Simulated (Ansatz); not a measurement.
Reactions of CH6AlFGe (`[CH3][Al]([F])[GeH3]`).

Computed with Ansatz on PBE0-D4/def2-TZVP structures; ΔE is electronic, products minus reactants. CBS: MP2 limit from def2 TZ/QZ plus the TZ coupled-cluster correction, frozen cores. This one scheme is used for every species, atoms too. Functionals use def2-TZVPP. No spin–orbit coupling; open shells (•) take unrestricted orbitals. Spin–orbit coupling would lower the free atoms: a little for Al, C, F; clearly for Ge. def2 core potentials past Kr. For Ge, I outer-core shells are correlated without core-valence functions, so the limit isn't a true one: a few kJ/mol of doubt a bond, and 10 to 20 or more in all where bonds break to atoms. Scalar relativity is left out up to krypton. One conformer a species, not always the lowest.

```
                                                              reaction  CCSD(T)/CBS(def2) (kJ/mol)
         `[CH3][Al]([F])[GeH3]` → `[F][AlH][GeH3]` + `[CH2]` (triplet)                           ?
            `[CH3][Al]([F])[GeH3]` + HCl → `[F][Al]([Cl])[GeH3]` + CH₄                        -169
    `[CH3][Al]([F])[GeH3]` + `C#CCOC` → `C#CC(C)OC` + `[F][AlH][GeH3]`                          29
              `[CH3][Al]([F])[GeH3]` + HI → `[CH3][Al]([F])[I]` + GeH₄                        -130
`[CH3][Al]([F])[GeH3]` + `N[SiH3]` → `[CH3][Al]([F])[NH][SiH3]` + GeH₄                         -81
                   `[CH3][Al]([F])[GeH3]` → Al• + C• + F• + Ge• + 6 H•                        3289
                      `[CH3][Al]([F])[GeH3]` → `[CH3][Al][GeH3]`• + F•                           ?
             `[CH3][Al]([F])[GeH3]` + H–F → `[CH3][Al]([F])[F]` + GeH₄                           ?
                `[CH3][Al]([F])[GeH3]` + H₂ → `[CH3][AlH][GeH3]` + H–F                         176
            `[CH3][Al]([F])[GeH3]` + H₂O → `[CH3][Al]([OH])[F]` + GeH₄                        -112
```

Task: Fill in the missing values. (An estimate is asked.)

Result: Computed: `[CH3][Al]([F])[GeH3]` → `[F][AlH][GeH3]` + `[CH2]` (triplet): +485.8 kJ/mol; `[CH3][Al]([F])[GeH3]` → `[CH3][Al][GeH3]`• + F•: +677.0 kJ/mol; `[CH3][Al]([F])[GeH3]` + H–F → `[CH3][Al]([F])[F]` + GeH₄: -159.6 kJ/mol.

Largest T1 diagnostic: 0.018, for Al•.
